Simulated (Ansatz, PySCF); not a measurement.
Gas-phase reaction 0.5 R1 + 0.5 R2 → P1, each structure at its B3LYP-D3(BJ)/def2-TZVP stationary point, reached from a drawn start (curvature not checked).
P1: CH2F2 (SMILES FCF), charge 0, multiplicity 1.
R1: CF4 (SMILES FC(F)(F)F), charge 0, multiplicity 1.
R2: CH4 (SMILES C), charge 0, multiplicity 1.

P less R. No zero-point or thermal terms.

Cores are frozen in the correlated methods. CBS: X⁻³ extrapolation of the correlation energy, Hartree–Fock from the larger set.

The values were computed with Ansatz (Gaussian orbitals); PySCF for the D3/D4 terms. No computed number here is a measurement.

PBE/def2-TZVPP gives 11.32 kcal/mol for the reaction energy.

Task: How do the other levels lie against it? Give each less PBE: PBE-D3(BJ)/def2-TZVPP, r2SCAN/def2-TZVPP, B3LYP/def2-TZVPP, wB97M-V/def2-TZVPP, B2PLYP/def2-TZVPP, MP2/CBS(cc-pVTZ, cc-pVQZ), CCSD(T)/CBS(cc-pVTZ, cc-pVQZ).

Result: PBE-D3(BJ)/def2-TZVPP 0.04; r2SCAN/def2-TZVPP 1.86; B3LYP/def2-TZVPP -0.94; wB97M-V/def2-TZVPP 1.00; B2PLYP/def2-TZVPP -0.31; MP2/CBS(cc-pVTZ, cc-pVQZ) 0.34; CCSD(T)/CBS(cc-pVTZ, cc-pVQZ) 0.24 kcal/mol. 5 of 7 lie above PBE; the widest gap is to r2SCAN/def2-TZVPP.

Ansatz is a program for electronic structure.
